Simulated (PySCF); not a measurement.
A structure optimised at PBE-D3(BJ)/def2-SVP, used in a PySCF frequency run:

```
Al
Cl 1 2.1029
Cl 1 2.1057 2 119.51
Se 1 2.3072 2 118.93 3 180.00
H 4 1.4867 1 90.25 2 180.00
```

Write its SMILES, formula and point group.

[Cl][Al]([Cl])[SeH], AlCl₂HSe, Cs

What are its rotational constants (standard atomic weights)?

2.1375, 1.1532, 0.74909 GHz
